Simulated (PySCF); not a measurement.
Coordinates in bohr (charge 0 multiplicity 3):
```
Hf    0.0000    0.0000   -0.3283
H     0.0000    0.0000   -4.0208
F     0.0000    0.0000    3.3224
```

These are results of UPBE0/[Hf def2-TZVP with ECP60, H def2-TZVP, F def2-TZVP], scalar-relativistic core potentials, density fitting, no spin–orbit coupling, PySCF, not measurements.

This geometry of HfHF is a stationary point at this level.

Question: What is the point group?

Answer: C∞v.

Question: Is it a minimum?

Answer: No: it has 2 imaginary modes (one degenerate set), at 352i cm⁻¹ (π).

Question: List the harmonic modes with their infrared intensities.

Answer: 
```json
{"symmetry": "π", "ω (cm⁻¹)": "352i", "IR (km/mol, summed over degenerate members)": "–"}
{"symmetry": "σ+", "ω (cm⁻¹)": "598", "IR (km/mol, summed over degenerate members)": "143"}
{"symmetry": "σ+", "ω (cm⁻¹)": "1545", "IR (km/mol, summed over degenerate members)": "281"}
```

Question: What are the dipole moment and the gap between the highest occupied and lowest empty levels of either spin?

Answer: 0.10 D and 2.82 eV.

In C∞v the vibrations span π + 2σ+.

Only a few start shapes were tried, so a lower isomer may exist. Other spin states or occupations of the open shell can lie lower. At this level a broken-symmetry Ms = 0 minimum of Cs symmetry lies 51 kJ/mol below this structure. Spin–orbit coupling, left out here, can matter for elements this heavy.
